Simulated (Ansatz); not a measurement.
Frontier orbitals of C4H6F2O, SMILES `F[C@H]1COC[C@@H]1F`.

```xyz
13

F     0.668    1.318    1.335
C     0.903    0.254    0.482
C     0.130   -0.964    0.928
O    -1.172   -0.842    0.379
C    -1.195    0.198   -0.584
C     0.244    0.571   -0.852
F     0.794   -0.267   -1.807
H     1.980    0.102    0.402
H     0.614   -1.872    0.549
H     0.068   -1.017    2.017
H    -1.689   -0.150   -1.493
H    -1.737    1.065   -0.188
H     0.392    1.605   -1.168
```

The species carries charge 0 and has multiplicity 1. Geometry: relaxed with PBE0-D4/def2-TZVP. Basis def2-TZVPP, Ansatz.

Orbital energies of one run (eV). Highest occupied ones, from the top: -9.29, -10.72, -11.44, -11.62, -13.07, -13.54, -13.68, -14.01, -14.71, -14.97, -15.84, -16.37, -17.29, -17.31. Empty: 2.04, 2.29, 2.84, 3.09, 3.40, 3.59.

**Question.** Which functional gave them?
A. BHLYP
B. revPBE
C. HSE06 (plane-wave form)
D. r2SCANh

**Answer.** A. HOMO energies: BHLYP -9.29, HSE06 -7.26, r2SCANh -6.98, revPBE -5.97 eV.
